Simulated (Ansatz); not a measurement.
Total energies of Zn₈Te₇Cl₂ from Ansatz at PBE-D4/def2-SVP, gas phase (1 Eh = 27.2114 eV = 2625.5 kJ/mol). The reference geometry is relaxed at PBE-D4/def2-SVP.

```xyz
17

Te    1.204   -0.880    4.804
Te    3.042    1.617    1.762
Te   -1.400    1.498    2.096
Te   -2.419   -0.984   -1.690
Te    0.934   -1.986    0.393
Te   -1.617    2.157   -5.031
Te    1.858   -1.242   -4.070
Zn   -0.952   -0.795    3.417
Zn    0.976    1.352    3.330
Zn   -1.520    1.250   -2.675
Zn    2.264   -0.829    2.345
Zn    0.827    0.802    0.484
Zn   -1.539   -0.951    0.736
Zn    0.187   -1.232   -2.186
Zn    0.230    0.489   -4.823
Cl   -2.483   -2.259    2.549
Cl    0.408    1.992   -1.440
```

```
                 state   geometry   energy (Eh)
      charge 0 singlet  reference  -17027.63785
      charge 1 doublet  reference  -17027.38890
     charge -1 doublet  reference  -17027.70309
free Te atom (triplet)          –    -267.96343
free Zn atom (singlet)          –   -1778.85404
free Cl atom (doublet)          –    -459.79702
```

In the def2 sets Te takes a core potential; there is no spin–orbit coupling. Single mean-field runs in def2-SVP are fitted with def2-universal-jkfit.

(1) Work out the vertical ionisation energy to the doublet.

(2) Work out the vertical electron affinity, to the doublet.

(3) Give the fundamental gap IE − EA, the Mulliken electronegativity (IE + EA)/2 and the hardness (IE − EA)/2.

(4) What is the binding energy per atom against free atoms?

(1) E(charge 1 doublet) − E(charge 0 singlet) = -17027.38890 − (-17027.63785) = 0.24895 Eh = 6.77 eV. For comparison, −ε of the highest occupied level is 4.82 eV at this level, 1.95 eV less.

(2) E(charge 0 singlet) − E(charge -1 doublet) = -17027.63785 − (-17027.70309) = 0.06524 Eh = 1.78 eV. The basis lacks diffuse functions, which makes affinities too small.

(3) From the values in Eh: IE − EA = 0.24895 − 0.06524 = 0.18371 Eh = 5.00 eV; (IE + EA)/2 = 4.27 eV; (IE − EA)/2 = 2.50 eV. The HOMO–LUMO gap of the same run is 1.50 eV, 3.50 eV smaller than the fundamental gap.

(4) Atoms: 7 × (-267.96343) + 8 × (-1778.85404) + 2 × (-459.79702) = -17026.17037 Eh. Binding: -17026.17037 − (-17027.63785) = 1.46748 Eh = 39.93 eV, or 2.35 eV for each of 17 atoms (no zero-point energy, no counterpoise term).
